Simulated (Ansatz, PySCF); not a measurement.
Si(H)(Me)3 (C₃H₁₀Si), SMILES C[SiH](C)C. Atoms are numbered in the order given.

```xyz
14

Si     0.0417     0.1612     0.3324
C     -0.9232     1.3275    -0.7866
C      1.7452    -0.1762    -0.3940
C     -0.9008    -1.4528     0.5570
H      0.2105     0.8114     1.6750
H     -1.0672     0.8824    -1.7843
H     -1.9178     1.5482    -0.3686
H     -0.3927     2.2838    -0.9169
H      2.3299    -0.8455     0.2564
H      1.6609    -0.6551    -1.3829
H      2.3169     0.7568    -0.5183
H     -1.0430    -1.9606    -0.4105
H     -1.8957    -1.2752     0.9946
H     -0.3578    -2.1414     1.2232
```

Geometry optimised at PBE0-D3(BJ)/def2-SVP. The isomer is the one that the SMILES or the coordinates give; other isomers of the formula were not compared.

Two levels are set side by side: PBE-D3(BJ)/def2-SVP (Ansatz, a program for electronic structure) and PBE0-D3(BJ)/def2-SVP (Ansatz). Each level has its own optimised geometry; the coordinates shown are those of the second. Frequencies come from the Hessian of PySCF at each geometry. Differences are taken from unrounded values.

```
quantity                            PBE0-D3(BJ)  PBE-D3(BJ)  PBE-D3(BJ) minus PBE0-D3(BJ)
----------------------------------  -----------  ----------  ----------------------------
mean bond length (Å)                      1.312       1.321                         0.009
bond Si1–C2 (Å)                           1.882       1.894                         0.011
bond Si1–C3 (Å)                           1.882       1.894                         0.011
bond Si1–C4 (Å)                           1.882       1.894                         0.011
bond Si1–H5 (Å)                           1.501       1.511                         0.010
bond C2–H6 (Å)                            1.102       1.110                         0.008
bond C2–H7 (Å)                            1.101       1.109                         0.008
bond C2–H8 (Å)                            1.101       1.109                         0.008
bond C3–H9 (Å)                            1.101       1.109                         0.008
bond C3–H10 (Å)                           1.102       1.110                         0.008
bond C3–H11 (Å)                           1.101       1.109                         0.008
bond C4–H12 (Å)                           1.102       1.110                         0.008
bond C4–H13 (Å)                           1.101       1.109                         0.008
bond C4–H14 (Å)                           1.101       1.109                         0.008
highest harmonic wavenumber (cm⁻¹)         3161        3073                           -88
mean harmonic wavenumber (cm⁻¹)            1448        1405                           -43
zero-point energy (kcal/mol)              74.52       72.30                         -2.21
```

Exact exchange shortens and stiffens bonds; PBE has none. Differences between two approximate levels are no errors against the true value.
